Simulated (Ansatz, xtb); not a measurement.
# C4H7FO3S: which of two isomers lies lower

We compare I, `C[C@@H]1O[S@@](=O)O[C@]1(C)F`, a singlet, with II, `CC[C@@]1(F)CO[S@](=O)O1`, a singlet. Both are isolated molecules in the gas phase, relaxed with PBE-D3(BJ)/def2-SVP; the shapes shown needn't be the lowest conformers.

I (Å):

```
atom    x (Å)    y (Å)    z (Å)
   C   0.3901  -0.0385  -0.9535
   C  -0.1848  -0.3343   0.4148
   C  -1.6545  -0.8188   0.4245
   C  -2.7043   0.2727   0.3447
   F  -1.8406  -1.6855  -0.6551
   O   0.5501  -1.4320   0.9973
   O  -0.1202  -1.2478   3.5116
   O  -1.8240  -1.5486   1.6098
   S  -0.3092  -2.0833   2.3072
   H   1.4566   0.2422  -0.8677
   H   0.2956  -0.9293  -1.6014
   H  -0.1550   0.8050  -1.4217
   H  -0.1102   0.5517   1.0858
   H  -3.7071  -0.1931   0.3648
   H  -2.6106   0.9614   1.2047
   H  -2.5941   0.8395  -0.5997
```

II (Å):

```xyz
16

C    -1.4328    0.9528    2.4349
C    -0.1578    0.2846    1.9214
C    -0.4261   -0.8300    0.9172
C    -1.1224   -0.4115   -0.3899
F    -1.2035   -1.8093    1.5356
O    -0.7310   -1.3333   -1.4020
O     0.2226   -3.6381   -0.7732
O     0.7982   -1.3963    0.5254
S     0.6605   -2.2484   -0.9933
H    -2.1151    0.2006    2.8766
H    -1.9818    1.4798    1.6275
H    -1.1952    1.7012    3.2155
H     0.4057   -0.1791    2.7565
H     0.5236    1.0172    1.4433
H    -2.2233   -0.4530   -0.2733
H    -0.8154    0.6200   -0.6724
```

Question: Estimate E(II) − E(I) at the level CCSD(T)/def2-SVP + ΔMP2/def2-TZVPP.

Answer: Calculated at CCSD(T)/def2-SVP + ΔMP2/def2-TZVPP: E(II) − E(I) = +7.2 kcal/mol, so structure I lies lower.

Level by level:

```tsv
level	geometry	E(II) − E(I) (kcal/mol)	departure from the last row (kcal/mol)	job, with rough time for the two
GFN2-xTB	GFN2-xTB	+5.7	−1.5	optimisation, 0.42 s
HF/STO-3G	GFN2-xTB	+2.8	−4.4	single point, 0.56 s
r2SCAN-D4/def2-SVP	GFN2-xTB	+3.7	−3.6	single point, 5 s
PBE-D3(BJ)/def2-SVP	PBE-D3(BJ)/def2-SVP	+6.4	−0.8	optimisation, 45 s
HF/def2-SVP	PBE-D3(BJ)/def2-SVP	+7.2	−0.1	part of the CCSD(T) run
MP2/def2-SVP	PBE-D3(BJ)/def2-SVP	+7.3	+0.1	part of the CCSD(T) run
CCSD(T)/def2-SVP	PBE-D3(BJ)/def2-SVP	+7.3	0.0	single point
CCSD(T)/def2-SVP + ΔMP2/def2-TZVPP	PBE-D3(BJ)/def2-SVP	+7.2		single point, 3.4 min
```

As drawn, both hold the same kinds of bond in the same numbers. Structure I has 2 methyl groups, II 1.

The levels shown agree on the order. The largest departure from CCSD(T)/def2-SVP + ΔMP2/def2-TZVPP is that of HF/STO-3G, 4.4 kcal/mol. The last row adds to CCSD(T) the change of the MP2 difference between the two basis sets, here 0.0 kcal/mol.

With thermal terms from frequencies at re-optimised GFN2-xTB minima (ideal gas, soft modes damped towards free rotors, one conformer each, 298.15 K, 1 atm): on the last row, ΔE + ΔZPE = +7.7, ΔH = +7.5, ΔG = +7.7 kcal/mol.

The correlated steps freeze 13 core orbitals. Programs: Ansatz 0.2.0, xtb 6.7.1; the last row on 4 threads of Arm Neoverse V1 on a shared host.
